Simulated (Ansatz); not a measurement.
Geometry optimisation, Ansatz 0.2.0, RHF/def2-SVP.

input.yaml

```yaml
crystal:
  periodic: [false, false, false]
  atoms:
    - { symbol: W, position_ang: [0.0, 0.0, 0.0] }
    - { symbol: F, position_ang: [0.9293, 0.0, 1.8273] }
    - { symbol: H, position_ang: [1.7303, 0.0, 0.8322] }
    - { symbol: H, position_ang: [0.0, 1.72, 0.0] }
    - { symbol: H, position_ang: [-1.72, 0.0, 0.0] }
    - { symbol: O, position_ang: [0.0, -1.94, 0.0] }
    - { symbol: H, position_ang: [0.3816, -2.2771, 0.8723] }
    - { symbol: O, position_ang: [0.0, 0.0, -1.94] }
    - { symbol: H, position_ang: [0.5278, 0.7924, -2.2771] }
basis:
  gaussian: { orbitals: def2-SVP }
hamiltonian:
  xc: hf
relax:
  f_tol: 0.15
  max_steps: 25
  restrain:
    - { distance: [1, 2], at: 0.92, k: 30.0 }
    - { distance: [0, 1], at: 3.05, k: 30.0 }
    - { distance: [0, 2], at: 2.92, k: 30.0 }
```

Command:

```bash
$ ansatz run input.yaml --threads 1 --pin off --max-ram 2048MiB --backend cpu --events-out ev --progress --plain --runs-dir out
```

Q: Where does it end, and by what steps?

A: The forces met the threshold. The restraints hold the end off the free minimum; the threshold counts their pulls, which the force column leaves out. Restrained pairs: F2–H3 (1.28 → 0.91 Å), W1–F2 (2.05 → 3.05 Å), W1–H3 (1.92 → 2.92 Å). After 17 steps the energy has fallen by 5.805 eV (the restraints' own energy left out); H3 moved furthest, 1.32 Å.

```json
{"step": "0", "energy less start (eV)": "0.0000", "largest force component (eV/Å)": "7.323", "accepted": "yes"}
{"step": "1", "energy less start (eV)": "-1.0880", "largest force component (eV/Å)": "4.229", "accepted": "yes"}
{"step": "2", "energy less start (eV)": "-2.1391", "largest force component (eV/Å)": "6.655", "accepted": "yes"}
{"step": "3", "energy less start (eV)": "-3.7737", "largest force component (eV/Å)": "5.357", "accepted": "yes"}
{"step": "4", "energy less start (eV)": "-5.0308", "largest force component (eV/Å)": "0.943", "accepted": "yes"}
{"step": "5", "energy less start (eV)": "-5.2882", "largest force component (eV/Å)": "1.340", "accepted": "yes"}
{"step": "6", "energy less start (eV)": "-5.3593", "largest force component (eV/Å)": "2.160", "accepted": "yes"}
{"step": "7", "energy less start (eV)": "-5.3555", "largest force component (eV/Å)": "1.949", "accepted": "no"}
{"step": "8", "energy less start (eV)": "-5.4564", "largest force component (eV/Å)": "1.512", "accepted": "yes"}
{"step": "9", "energy less start (eV)": "-5.5521", "largest force component (eV/Å)": "0.690", "accepted": "yes"}
{"step": "10", "energy less start (eV)": "-5.6166", "largest force component (eV/Å)": "1.170", "accepted": "yes"}
{"step": "11", "energy less start (eV)": "-5.6446", "largest force component (eV/Å)": "1.098", "accepted": "yes"}
{"step": "12", "energy less start (eV)": "-5.7061", "largest force component (eV/Å)": "0.590", "accepted": "yes"}
{"step": "13", "energy less start (eV)": "-5.6845", "largest force component (eV/Å)": "2.399", "accepted": "no"}
{"step": "14", "energy less start (eV)": "-5.7412", "largest force component (eV/Å)": "0.390", "accepted": "yes"}
{"step": "15", "energy less start (eV)": "-5.7685", "largest force component (eV/Å)": "0.297", "accepted": "yes"}
{"step": "16", "energy less start (eV)": "-5.7940", "largest force component (eV/Å)": "0.367", "accepted": "yes"}
{"step": "17", "energy less start (eV)": "-5.8052", "largest force component (eV/Å)": "0.218", "accepted": "yes"}
```

```xyz
9
Properties=species:S:1:pos:R:3
W -0.010 -0.287 -0.670
F 0.976 -0.348 2.218
H 1.127 0.493 1.903
H 1.040 0.901 -0.026
H -1.252 0.465 0.204
O 0.160 -1.984 0.080
H 0.356 -2.197 0.985
O -0.113 0.253 -2.446
H -0.435 0.999 -2.934
```

Run time: 41 s on 1 thread of Arm Neoverse V2 (shared host), peak memory 0.22 GiB.
